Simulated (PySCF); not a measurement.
The same groups moved round the core (quinoline fluoro+boryl). All species are isolated molecules in the gas phase. One relaxed conformer stands for each flexible species; it need not be the lowest. Strings in code marks are SMILES.

The four lowest singlet excitations (Tamm–Dancoff). These are PBE-D3(BJ)/def2-TZVP // B3LYP-D3(BJ)/def2-SVP run with PySCF values and carry that method's errors. Excitations are Tamm–Dancoff values on a coarser integration grid. The basis has no diffuse functions, so Rydberg states are missing or too high.

| state | energy (eV) | wavelength (nm) | oscillator strength |
|---|---|---|---|
| S1 | 2.89 | 429 | 0.000 |
| S2 | 3.98 | 312 | 0.154 |
| S3 | 4.02 | 308 | 0.023 |
| S4 | 4.03 | 307 | 0.001 |

Name which member gives these states.
A. `Bc1cc(F)c2cccnc2c1`
B. `Bc1c(F)cnc2ccccc12`
C. `Bc1cc(F)cc2cccnc12`
D. `Bc1ccc(F)c2cccnc12`

D, `Bc1ccc(F)c2cccnc12`
